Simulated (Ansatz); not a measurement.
silylarsine (H5AsSi), singlet, geometry from GFN2-xTB; B3LYP5/cc-pVDZ in Ansatz (a program for electronic structure).

Ansatz was given this input:
Ansatz 0.2 input:
```yaml
crystal:
  periodic: [false, false, false]
  atoms:
    - {symbol: Si, position_ang: [-1.49296222, 0.17053097, 0.31614310]}
    - {symbol: As, position_ang: [0.75371282, -0.07592101, -0.21903957]}
    - {symbol: H, position_ang: [-2.29367511, -0.77990177, -0.46688108]}
    - {symbol: H, position_ang: [-1.93901103, 1.52536083, -0.03432123]}
    - {symbol: H, position_ang: [-1.81909019, -0.04494677, 1.73089424]}
    - {symbol: H, position_ang: [0.88634284, -1.32044560, 0.60966261]}
    - {symbol: H, position_ang: [1.19438155, 0.73789324, 0.96294779]}
basis:
  gaussian:
    orbitals: cc-pVDZ
hamiltonian:
  xc: b3lyp5
accuracy: high
```

**Question.** Write the output that Ansatz gives for this input, abridged.

**Answer.** 
```
Functional definition: B3LYP5
1604 factors; integrals over basis functions are off by at most 4.5e-9 eV
mean field evaluation 1: about -68795.1486 eV, gradient 9.9e0 eV
mean field evaluation 2: about -68795.4982 eV, gradient 4.5e0 eV
mean field evaluation 4: about -68795.5811 eV, gradient 3.4e-1 eV
mean field evaluation 8: about -68795.6485 eV, gradient 2.0e-3 eV
mean field evaluation 16: about -68795.6485 eV, gradient 6.7e-7 eV
mean field -68795.64851143 eV, -2528.1934514298 hartree, gradient 3.0e-8 eV, S^2 0.000000; 0 other end points of the search recorded, 0 dependent functions left out
reference -68795.64854944 eV, -2528.1934528264 hartree; 26, 26 occupied and 44, 44 virtual orbitals, 1604 factors
Total energy: -68795.64854944 eV, -2528.1934528264 hartree
```
